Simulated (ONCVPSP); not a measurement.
# PBEsol ONCV dataset for Ba, fully relativistic all-electron reference.

- Element: barium (Ba)
- Generator: ONCVPSP 4.0.1
- Type: optimised norm-conserving Vanderbilt (ONCV)
- Functional: PBEsol
- Relativity: fully relativistic
- Frozen core: [Kr] 4d10
- Valence charge: 10
- Reference configuration: 5s2 5p6 6s1.75 6p0.25
- Partial waves: 5s+6s: rc 2.15 bohr, ncon 3, nbas 8, qcut 4.6 1/bohr, 3 projectors, debl 0.6 Ha; 5p+6p: rc 2.65 bohr, ncon 4, nbas 7, qcut 5.2 1/bohr, 3 projectors, debl 0.3 Ha; d scattering state at 0.22 Ha: rc 2.50 bohr, ncon 4, nbas 8, qcut 3.8 1/bohr, 2 projectors, debl 1.6 Ha
- Local potential: polynomial inside 1.55 bohr (lpopt 5, dvloc0 0 Ha)
- Core correction: Teter function fitted to the true core (icmod 2), fcfact 0.5

Open shells are filled in proportion to 2j + 1.

In the d channel the program set the typed energies aside and used 0.050, 1.650 Ha (j = l + 1/2; the other j can differ).

All-electron outer shells of the reference configuration (PBEsol, scalar-relativistic, ld1.x):

```
shell  level (eV)  outermost node (bohr)  outermost maximum (bohr)
   4d      -89.91                   0.32                      0.70
   5s      -34.00                   0.80                      1.47
   5p      -19.03                   0.86                      1.67
   6s       -3.40                   1.96                      4.10
   6p       -1.37                   2.36                      5.40
```

What the tests gave:

```json
{
 "Cutoffs needed": "8.3 Ha and 9.9 Ha (the cutoffs (Ha) at which the residual kinetic energy of the hardest occupied pseudo-wave falls to 1 and 0.1 mHa per electron)",
 "Ghost test": "no bound ghost flagged; GHOST(+) flagged for s at 94.4 eV, p1/2 at 208.3 eV",
 "Largest excitation error": "-6.4 meV (all-electron minus pseudo) for 5s2 5p6 5d1 6s0 6p0, out of 4 test configurations",
 "rms error of d²Exc/dni dnj": "5.09 mHa without and 2.37 mHa with the model core"
}
```

Generation and tests took about 7.2 s on one core of a shared server CPU.
